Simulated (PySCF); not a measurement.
**Fine-structure interval of Zn³⁺ by level of theory**

Zn³⁺ [Ar] 3d9 [3d3/2^4 3d5/2^5, M_J = 5/2] → Zn³⁺ [Ar] 3d9 [3d3/2^3 3d5/2^6, M_J = 3/2], as a difference of total energies. All numbers are calculated (PySCF 2.14, the two-component X2C-1e Hamiltonian, in x2c-TZVPPall-2c (6s7p4d2f1g, 70 functions)). Correlated levels: [Ne] frozen; the 4 highest virtual spinors dropped. "Screened" scales the spin-orbit matrix elements by Boettger's factors to mimic the two-electron term; Breit and QED terms are absent.

| method | fine-structure interval (cm⁻¹) |
| --- | --- |
| GHF (screened spin-orbit) | 2999.6 |
| GMP2 (screened spin-orbit) | 3047.7 |
| GHF (bare spin-orbit) | 4497.6 |
